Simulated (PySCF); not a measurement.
SMILES CO[SiH2][SiH2][GeH3] at its GFN2-xTB optimised geometry (Å):

```
15

C      2.4118     0.5789     0.0000
O      1.0173     0.5789     0.0000
Si     0.0221     1.8783     0.0000
Si    -1.8704     0.5709     0.0366
Ge    -1.0538    -1.6191    -0.1081
H      2.7987     1.1132     0.8709
H      2.7981     1.0569    -0.9033
H      2.7509    -0.4563     0.0325
H      0.3124     2.7155    -1.1760
H      0.3460     2.7380     1.1502
H     -2.7987     0.8567    -1.0663
H     -2.6778     0.7415     1.2531
H     -0.1743    -2.0442     1.0309
H     -0.2118    -1.8932    -1.3198
H     -2.0669    -2.7380    -0.1643
```

Method: CAM-B3LYP/def2-TZVP (PySCF).

Map of the HOMO amplitude (bohr^(-3/2)) on the plane z = 1.2 Å; orbital energy -9.34 eV, overall sign arbitrary:

```
|6666666666666666666666666|
|6666666666665556666666666|
|6666666666655555566666666|
|6666666666655455556666666|
|6666666666654334556666666|
|6666666776652024555666666|
|6666667777752024555666666|
|6666677888875334556666666|
|6666677899986555566666666|
|6666667899987655666666666|
|6666666788887655666666666|
|6665555556666555666666666|
|6665544334555555666666666|
|6665543333455556666666666|
|6665544333455666666666666|
|6665554434556666666666666|
|6666555555678766666666666|
|6666666667899776666666666|
|6666666777888776666666666|
|6666667777777766666666666|
|6666666777777666666666666|
|6666666677766666666666666|
|6666666666666666666666666|
|6666666666666666666666666|
|6666666666666666666666666|
```
Scale: ten equal steps from -0.079 (start of '0') to 0.047 (end of '9'), in the order '0123456789'; x runs from -5.00 to 5.00, y from -5.00 (bottom) to 5.00 (top).
